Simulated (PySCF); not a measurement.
## What PySCF settings do for S2Ti

Base input, run as `OMP_NUM_THREADS=1 python input.py` with PySCF 2.14:

```python
from pyscf import gto, dft

mol = gto.M(
    atom='Ti -0.0843 -0.6419 0; S 0.0632 0.4813 1.7268; S 0.0632 0.4813 -1.7268',
    basis='sbkjc',
    ecp={'Ti': 'sbkjc', 'S': 'sbkjc'},
    charge=0,
    spin=0,
    verbose=4,
)
mf = dft.RKS(mol, xc='r2scan')
mf.kernel()
mf.dip_moment()
print('orbital energies (hartree):', mf.mo_energy[..., max(0, mol.nelec[1]-3):mol.nelec[0]+3].round(4))
```

Base result: E(SCF) = -78.369921 Eh, 12 cycles, μ(SCF) = 6.00 D. 

It ran on Arm Neoverse N1 (1 thread, shared host) in 5.9 s.

Each row names what differs from the base; energies in brackets are changes from the base.

| change | result | wall time (s) |
| --- | --- | --- |
| density fitting: none → def2-universal-jkfit | E(SCF) = -78.369924 Eh (-0.0001 eV), 12 cycles, μ(SCF) = 6.00 D | 7 |
| PCM solvent, dielectric constant: none → 32.6 | E(SCF) = -78.400076 Eh (-0.8206 eV), 10 cycles, μ(SCF) = 8.16 D | 8.3 |
| cycle limit: 50 → 1 [unsound on purpose] | not converged: SCF after 1 cycles | 1.8 |
| density fitting: none → weigend | E(SCF) = -78.371778 Eh (-0.0505 eV), 12 cycles, μ(SCF) = 5.99 D | 6.4 |
| functional: r2scan → x3lyp | E(SCF) = -78.280334 Eh, 12 cycles, μ(SCF) = 5.89 D | 4.1 |
| charge: 0 → -1; spin (2S): 0 → 1; SCF type: RKS → UKS [another spin of the ion may lie lower] [no diffuse functions for the anion] | E(SCF) = -78.449142 Eh (-2.1557 eV), 14 cycles, ⟨S²⟩ = 0.770 | 11 |
| basis set: sbkjc → 6-31g*; core potential: on → off | E(SCF) = -1645.710923 Eh, 11 cycles, μ(SCF) = 6.25 D | 11 |
| electric field along z (a.u.): none → 0.001 | E(SCF) = -78.369977 Eh (-0.0015 eV), 12 cycles, μ(SCF) = 6.00 D | 5.9 |
| geometry: coordinates × 1 → coordinates × 0.3 [unsound on purpose] | E(SCF) = -44.079477 Eh, 10 cycles, μ(SCF) = 1.30 D | 5.2 |
| integration grid: default → 4 | E(SCF) = -78.369917 Eh (+0.0001 eV), 12 cycles, μ(SCF) = 6.00 D | 8.2 |
| basis set: sbkjc → cc-pvdz-dk; core potential: on → off; spin-free X2C: off → on | E(SCF) = -1652.373077 Eh, 11 cycles, μ(SCF) = 5.75 D | 16 |
| functional: r2scan → pw91 | E(SCF) = -78.416463 Eh, 12 cycles, μ(SCF) = 5.63 D | 3.9 |

**Question.** Order these changes by how far they move the SCF energy from the base, largest first: (1) PCM solvent, dielectric constant: none → 32.6; (2) density fitting: none → weigend; (3) electric field along z (a.u.): none → 0.001; (4) integration grid: default → 4.

**Answer.** (1) -0.8206 eV, (2) -0.0505 eV, (3) -0.0015 eV, (4) +0.0001 eV.
